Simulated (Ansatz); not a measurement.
`OB([SiH3])CF` + H–F → `OB(F)[SiH3]` + fluoromethane  (ligand exchange at a B–C bond)

Isolated molecules relaxed with PBE0-D4/def2-TZVP in Ansatz; ΔE leaves out vibrations. CBS: MP2 limit from def2 TZ/QZ plus the TZ coupled-cluster correction, frozen cores. This one scheme is used for every species. Functionals use def2-TZVPP. One conformer a species, not always the lowest.

`OB([SiH3])CF`:

```xyz
11

O     0.117    1.763    0.647
B     0.002    0.554    0.048
Si    0.247   -1.210    1.037
C    -0.338    0.589   -1.489
F    -0.454   -0.689   -2.028
H     0.326    1.721    1.583
H    -0.993   -2.030    0.993
H     1.364   -2.004    0.457
H     0.570   -0.941    2.471
H     0.440    1.125   -2.049
H    -1.281    1.121   -1.671
```

H–F:

Z-matrix (Å, degrees):
```
F
H 1 0.920
```

`OB(F)[SiH3]`:

Cartesian coordinates in Å:
```
O 1.695 -0.819 -0.613
B 0.380 -0.900 -0.318
F -0.173 -2.096 -0.488
Si -0.773 0.643 0.348
H 2.067 0.056 -0.481
H -1.347 0.327 1.683
H 0.042 1.885 0.468
H -1.891 0.905 -0.598
```

`CF`:

Cartesian coordinates in Å:
```
C -0.028 -0.044 -0.032
F 0.605 0.939 0.694
H -0.586 -0.689 0.650
H 0.721 -0.630 -0.569
H -0.713 0.423 -0.744
```

CCSD(T)/CBS gives -143.9 kJ/mol.

(1) Another level gave -141.9 kJ/mol. Which?
A. PBE/def2-TZVPP
B. HF/def2-TZVPP
C. PBE-D4/def2-TZVPP
D. SCS-MP2/def2-TZVPP

Largest T1 diagnostic among the species: 0.014.

Results:

(1) C. PBE-D4 -141.9, SCS-MP2/def2-TZVPP -152.2, PBE -146.4, HF/def2-TZVPP -170.5 kJ/mol.

The D4 term adds +7.1 kJ/mol with B3LYP and +4.0 kJ/mol with PBE0; it sums over pairs of atoms, weighted by their polarisabilities, and B3LYP, whose exchange is more repulsive, gets the larger term. In def2-TZVPP, CCSD(T) changes the Hartree–Fock value by +22.6 kJ/mol (the triples alone add +2.1 kJ/mol) and MP2 by +22.9 kJ/mol.

B3LYP here is the variant with VWN-RPA as its local correlation; programs differ in this.
